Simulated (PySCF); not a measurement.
An equivalent PySCF input for Cl⁺ (chlorine, charge +1), [Ne] 3s2 3p4, high-spin 3P determinant, with scalar relativity by spin-free X2C-1e:

```python
from pyscf import gto, scf, dft, mp, cc
import basis_set_exchange as bse
mol = gto.M(atom="Cl 0 0 0", charge=1, spin=2, symmetry="D2h",
            basis=gto.basis.parse(bse.get_basis("aug-cc-pVQZ-DK", elements=["Cl"], fmt="nwchem")),
            nucmod="G")
mf = dft.UKS(mol, xc="PBE0").sfx2c1e()
mf.irrep_nelec = {'Ag': (3, 3), 'B1u': (2, 1), 'B2u': (2, 2), 'B3u': (2, 1)}
mf.kernel()
```

It reaches the same state as the run whose output follows, with an energy that differs only through the grid. The run itself started from symmetry-adapted Hartree-Fock orbitals and held the occupation by maximum overlap, on a logarithmic radial grid, so the iterations belong to that start.

```
SCF conv_tol = 1e-09
number electrons alpha = 9  beta = 7
XC functionals = PBE0
    C. Adamo and V. Barone.,  J. Chem. Phys. 110, 6158 (1999)
    M. Ernzerhof and G. E. Scuseria.,  J. Chem. Phys. 110, 5029 (1999)
cycle= 1 E= -460.952650512438  delta_E= -0.00681  |g|= 0.0217  |ddm|= 0.499
cycle= 2 E= -460.952818204988  delta_E= -0.000168  |g|= 0.00368  |ddm|= 0.0725
cycle= 3 E= -460.952825466396  delta_E= -7.26e-06  |g|= 0.000778  |ddm|= 0.00874
cycle= 4 E= -460.952825896276  delta_E= -4.3e-07  |g|= 0.000178  |ddm|= 0.00228
cycle= 5 E= -460.952825904898  delta_E= -8.62e-09  |g|= 1.38e-05  |ddm|= 0.00075
cycle= 6 E= -460.952825905002  delta_E= -1.05e-10  |g|= 1.41e-06  |ddm|= 5.59e-05
converged SCF energy = -460.952825905002  <S^2> = 2.004521  2S+1 = 3.0030125
```
